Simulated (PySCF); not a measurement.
# Vertical excitation energies

Species: (F2In-mu-OH)3.
Cartesian coordinates in Å at the PBE0-D3(BJ)/def2-SVP level; atoms count from 1:
```
atom  x, y, z in Å
In1    0.6544   -1.9169    1.0104
F2     1.4699   -1.8122    2.7786
F3     0.2963   -3.4523   -0.1147
O4    -1.1211   -0.7928    1.2787
In5   -2.1795    0.5384    0.0144
F6    -3.0956   -0.4563   -1.3721
F7    -2.8101    1.8398    1.3216
O8    -0.5565    1.5626   -0.8749
In9    1.2937    0.8589   -1.6217
F10    0.9882   -0.1805   -3.2266
F11    2.4357    2.3965   -1.2586
O12    1.7887   -0.4772   -0.0535
H13   -1.2220   -0.5275    2.2044
H14   -0.4733    2.4682   -0.5437
H15    2.4985   -0.1247    0.5017
```

Level of theory: TDDFT PBE0/def2-SVPD, vertical, gas phase, core orbitals frozen in the response, def2 core potentials past Kr (PySCF). Spin–orbit coupling is left out.

```tsv
state	E (eV)	ν̃ (cm⁻¹)	f	|μ| (D)	main configurations (H = HOMO, L = LUMO)
S1	6.13	49420	0.0000	0.03	H-2→L (84%)
S2	6.16	49660	0.0096	0.64	H-3→L (74%)
S3	6.16	49690	0.016	0.83	H-4→L (71%), H-1→L (11%)
S4	6.18	49870	0.114	2.21	H→L (43%), H-5→L (17%), H-6→L (11%)
S5	6.19	49910	0.108	2.15	H-1→L (36%), H→L (12%), H-7→L (10%)
S6	6.25	50420	0.023	0.99	H-7→L (35%), H-5→L (26%), H-6→L (19%)
S7	6.27	50580	0.0051	0.46	H-8→L (78%)
S8	6.28	50640	0.040	1.30	H-9→L (49%), H-10→L (13%), H-6→L (8%)
S9	6.29	50700	0.084	1.88	H-10→L (24%), H-5→L (15%), H-9→L (12%)
```

Triplets, Tamm–Dancoff:

| state | E (eV) | λ (nm) | main configurations (H = HOMO, L = LUMO) |
| --- | --- | --- | --- |
| T1 | 5.74 | 216.2 | H→L (79%) |
| T2 | 5.74 | 216.0 | H-1→L (78%) |
| T3 | 5.85 | 212.0 | H-2→L (69%), H-8→L (8%) |
| T4 | 5.85 | 211.9 | H-3→L (57%), H-4→L (24%) |

The lowest singlet comes at 202 nm (591 kJ/mol) in the ultraviolet; it is dark (f under 0.0005); its leading configuration is HOMO-2→LUMO (84%). The most intense listed level is S4/S5 at 6.18 eV (201 nm, f = 0.222 summed), 0.06 eV above S1. S2/S3, S4/S5 and S7/S8/S9 lie within about 0.01 eV of each other in each set. Löwdin shares by element: HOMO (one of a set within 0.03 eV) fluorine 50% or more, oxygen 9% or more (atoms not listed hold the other 41%); LUMO indium 47%, oxygen 7% or more (atoms not listed hold the other 46%). Orbital energies (eV): HOMO-3 -11.11, HOMO-2 -11.08, HOMO-1 -10.98, HOMO -10.97, LUMO -3.65, LUMO+1 -2.42, LUMO+2 -2.39. The listed states span 0.16 eV, and the widest gap between neighbours is 0.06 eV (S5 to S6). All these states lie below the vertical ionisation energy of 12.49 eV (ΔSCF). Orbitals of the list HOMO-3 to LUMO+2 that lie within 0.01 eV of each other are written together with a slash and their weights summed (≥ marks a lower bound); for degenerate orbitals outside that list single weights are arbitrary. Singlets were solved by full linear response, triplets in the Tamm–Dancoff approximation. The highest level found (6.29 eV, f 0.022 so far) is left out, since the window may have cut off a degenerate partner.

One conformer stands for the species.
